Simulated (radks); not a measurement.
Bi82+, 1 electrons, occupied as 1s1.

Calculated with a radial shooting solver on a logarithmic mesh with Libxc functionals: scalar-relativistic Kohn-Sham, BLYP, spin-polarised, spherical densities, finite nucleus; open shells are filled with parallel spins first (spin-orbit coupling, left out, can overturn this in heavy ions); Fermi nuclear charge, rms radius 5.5211 fm.

Energy parts (hartree):
| part | energy |
|---|---|
| total | -3833.9201 |
| kinetic | 4806.8278 |
| electron-nucleus | -8640.4533 |
| Hartree | 30.5339 |
| exchange-correlation | -30.8284 |

Orbitals (lengths in bohr, moments of r in powers of bohr; r(90%) holds 90 % of the orbital's charge):
| orbital | occ. | eigenvalue (hartree) | r(90%) | <r^4> |
|---|---|---|---|---|
| 1s up | 1 | -3811.501 | 0.0286 | 3.163e-07 |
| 2s up | 0 | -970.7533 | 0.0973 | 0.00003724 |
| 2p up | 0 | -893.5288 | 0.0911 | 0.00002852 |

The highest occupied level is 1s up at -103716 eV. The spin density at the nucleus is 1379862 e/bohr^3 (1s 1379862). Summed over all electrons, <r^2> = 0.0003385 bohr^2, which gives a Langevin (diamagnetic) susceptibility term of -0.000268 x 10^-6 cm^3/mol.
